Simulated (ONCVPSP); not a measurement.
# u(r) = r·R(r): atom against pseudo-atom (calcium)

Columns: radius, all-electron u(r) and pseudo u(r) of the 3p shell (level -34.88 eV) of calcium in the configuration [Ne] 3s2 3p6 4s1; PBE, scalar-relativistic, ONCV scheme, ONCVPSP 4.0.1.

```csv
r (bohr),all-electron,pseudo
0.095,-0.3040,0.0216
0.190,-0.4763,0.0842
0.285,-0.3703,0.1815
0.380,-0.1192,0.3037
0.475,0.1662,0.4385
0.570,0.4256,0.5731
0.665,0.6341,0.6963
0.760,0.7866,0.7992
0.855,0.8855,0.8762
0.950,0.9385,0.9245
1.045,0.9546,0.9440
1.140,0.9429,0.9373
1.235,0.9111,0.9090
1.330,0.8657,0.8653
1.425,0.8119,0.8118
1.520,0.7535,0.7535
1.615,0.6934,0.6934
1.710,0.6337,0.6337
1.805,0.5759,0.5759
1.900,0.5209,0.5209
1.995,0.4693,0.4692
2.090,0.4213,0.4213
2.185,0.3772,0.3771
2.280,0.3368,0.3368
2.375,0.3001,0.3001
2.470,0.2669,0.2668
```

Problem. How many radial nodes do the two functions have?

Solution. The all-electron 3p function has n − l − 1 = 1; the pseudo-wave has 0, since the states of the same l below it are removed with the core.

Problem. At about which radius was the pseudo-wave matched?

Solution. 1.65 bohr. The columns agree to 0.0005 from 1.33 bohr on; several derivatives are matched, so the curves merge somewhat inside the radius.

Problem. Is the pseudo-wave norm-conserving?

Solution. Yes: the ONCV scheme keeps the norm inside the radius equal to the all-electron one, which fixes the energy derivative of the logarithmic derivative at the level.
